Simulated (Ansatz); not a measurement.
## Ligand exchange: CuF + HI → CuI + HF

Species: CuF (fluorocopper), singlet; HI (hydrogen iodide), singlet; CuI, singlet; HF (hydrogen fluoride), singlet. The partners trade F for I: Cu–F and H–I bonds give way to Cu–I and H–F.

Shapes, held fixed at every level: PBE0-D4/def2-TZVP. Programs: Ansatz 0.2.0. The zero-point and thermal change to 298 K, harmonic and unscaled (PBE0-D4/def2-TZVP), is +9.6 kJ/mol.

| level | kind | ΔH(298 K) (kJ/mol) | CPU time (sum over the molecules) |
| --- | --- | --- | --- |
| HF/def2-SVP | Hartree–Fock | -162.1 | – |
| HF/def2-TZVPP | Hartree–Fock | -151.9 | – |
| B3LYP-D4/def2-TZVPP | global hybrid | -129.5 | 6 s |
| BHLYP-D4/def2-TZVPP | global hybrid | -145.2 | 5 s |
| PBE0-D4/def2-TZVPP | global hybrid | -143.6 | 4.8 s |
| wB97M-V/def2-TZVPP | range-separated hybrid | -132.4 | 16 s |
| wB97X-V/def2-TZVPP | range-separated hybrid | -126.1 | 12 s |

wB97X-V/def2-TZVPP gives ΔH(298 K) = -126.1 kJ/mol; the levels span -162.1 to -126.1. The median of the levels is -143.6. No measured value is set beside it here. For atoms past krypton def2 sets carry core potentials with scalar relativity. Times are processor times on shared x86 and Arm servers, and rough.
